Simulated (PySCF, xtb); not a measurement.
pentafluorosilicate (F5Si), SMILES F[Si-](F)(F)(F)F, charge -1.

xtb with GFN2-xTB at its own geometry gives an orbital gap of 9.19 eV.

Coordinates come from a TPSSh-D3(BJ)/def2-SVPD optimisation.

Question: What does B3LYP/def2-SVPD (PySCF) give? (Estimate from the structure and the level; the computed values follow.)

Answer: gap 9.33 eV (levels -5.08 and 4.25 eV).
